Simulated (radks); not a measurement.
Problem. The cerium ion Ce4+, [Xe]. Calculated with a radial shooting solver on a logarithmic mesh with Libxc functionals: non-relativistic Kohn-Sham, r2SCAN, spin-polarised, spherical densities, point nucleus; meta-GGA in the generalised Kohn-Sham scheme. Every spin shell is full or empty, so the densities are truly spherical. Functionals are evaluated on that one density, not self-consistently. Rank these exchange functionals by their error against the exact value of the orbitals, and give that value: LDA, B88, PBEsol, RPBE, PW86, B86b, EV93, APBE, TPSS, SCAN, MVS.

Solution. Exact: -198.596 hartree. From best to worst, with 100 (|E| - |E exact|)/|E exact| (equal figures are ties): B88 +0.01, B86b -0.03, MVS +0.05, SCAN +0.12, RPBE -0.26, PW86 -0.26, APBE +0.27, TPSS -0.35, EV93 -0.39, PBEsol -2.17, LDA -4.61.
